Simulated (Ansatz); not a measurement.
Consider the ligand exchange at the Si–C bond: `F[SiH2]C(F)S` + `O[SiH2]S` → `O[SiH2]S[SiH2]F` + `FCS`.

Program: Ansatz. Geometries: PBE0-D4/def2-TZVP. ΔE: electronic, gas phase. CBS: MP2 limit from def2 TZ/QZ plus the TZ coupled-cluster correction, frozen cores. Functionals use def2-TZVPP. B3LYP here is the variant with VWN-RPA as its local correlation; programs differ in this. One conformer a species, not always the lowest.

```json
{"level": "PBE-D4", "ΔE (kJ/mol)": "-82.1"}
{"level": "B3LYP-D4", "ΔE (kJ/mol)": "-81.8"}
{"level": "ωB97X-V", "ΔE (kJ/mol)": "-82.4"}
{"level": "B2PLYP", "ΔE (kJ/mol)": "-82.5"}
{"level": "B3LYP", "ΔE (kJ/mol)": "-80.0"}
{"level": "HF/def2-TZVPP", "ΔE (kJ/mol)": "-88.5"}
{"level": "SCS-MP2/def2-TZVPP", "ΔE (kJ/mol)": "-84.8"}
{"level": "CCSD/CBS(def2)", "ΔE (kJ/mol)": "-84.2"}
```

(1) What does CCSD(T)/CBS give? (Estimate.)

Largest T1 diagnostic among the species: 0.012.

Answers

(1) Computed: -84.1 kJ/mol. The listed levels differ from it by 2.0, 2.3, 1.7, 1.6, 4.1, -4.4, -0.7, -0.1 kJ/mol.

From PBE to PBE0 (25 % exact exchange), in def2-TZVPP and without D4, ΔE moves by −4.3 kJ/mol.
